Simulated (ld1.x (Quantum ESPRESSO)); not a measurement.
# What one change does to a pseudopotential (silicon, TM semilocal)

```json
{
 "Element": "silicon (Si)",
 "Generator": "ld1.x (Quantum ESPRESSO) 7.5",
 "Type": "norm-conserving Troullier–Martins (semilocal form)",
 "Functional": "BLYP",
 "Relativity": "non-relativistic",
 "Frozen core": "[Ne]",
 "Valence charge": "4",
 "Reference configuration": "3s2 3p2",
 "Partial waves": "3s (bound): rc 1.40 bohr; 3p (bound): rc 1.85 bohr; 3d channel at 0.15 Ry: rc 1.80 bohr",
 "Local potential": "the d channel",
 "Core correction": "Bessel-smoothed model core, default radius (core density twice the valence density)"
}
```

Change: core correction Bessel-smoothed model core inside 1.48 bohr.

Cutoffs: the cutoffs (Ry, on a coarse ladder) from which the occupation-weighted sum of valence levels, in a spherical-Bessel basis at the reference potential, stays within 10 and 1 mRy of its value at 400 Ry; they do not see the model core or the augmentation charge, which bear on the density cutoff. Errors are all-electron minus pseudo energies relative to the spin-unpolarised reference configuration.

**Question.** Predict the effect on cutoff, ghosts and configuration errors.

**Answer.** The potential gets neither clearly harder nor softer (30 Ry and 70 Ry → 30 Ry and 70 Ry); of the 7 tests that both files solve, the error grows in 3 and shrinks in 2 by more than 15 % and 0.3 meV (median size 3.2 → 3.1 meV); neither file shows a bound ghost. The default core radius of the base comes out at 1.13 bohr. A semilocal file is local in each channel, so a ghost entry of none says nothing of the separable form that plane-wave codes build from it. A wider model core is smoother and lowers the density cutoff, which this test does not measure.

| quantity | base | changed |
| --- | --- | --- |
| cutoff, loose | 30 Ry | 30 Ry |
| cutoff, tight | 70 Ry | 70 Ry |
| bound ghosts | none | none |
| error for 3s2 3p1, meV [ΔE 7.60 eV] | +2.8 | +3.1 |
| error for 3s2 3p0, meV [ΔE 23.50 eV] | +20 | +24 |
| error for 3s1 3p0, meV [ΔE 57.43 eV] | +60 | +98 |
| error for 3s2 3p2.3, meV [ΔE -0.89 eV] | +0.1 | +0.1 |
| error for 3s1 3p2, meV [ΔE 14.99 eV] | +3.2 | +6.0 |
| error for 3s0 3p4, meV [ΔE 13.76 eV] | -8.0 | -2.7 |
| error for 3s1 3p3, meV [ΔE 6.79 eV] | -1.7 | -0.4 |
| s: phases at 2.00 bohr within 0.05 rad from the reference energy up to (Ry; the scan ends near 5) | 3.3 | 3.3 |
| p: phases at 2.00 bohr within 0.05 rad from the reference energy up to (Ry; the scan ends near 5) | 4.9 | 4.9 |
| d: phases at 2.00 bohr within 0.05 rad from the reference energy up to (Ry; the scan ends near 5) | to the end of the scan | to the end of the scan |
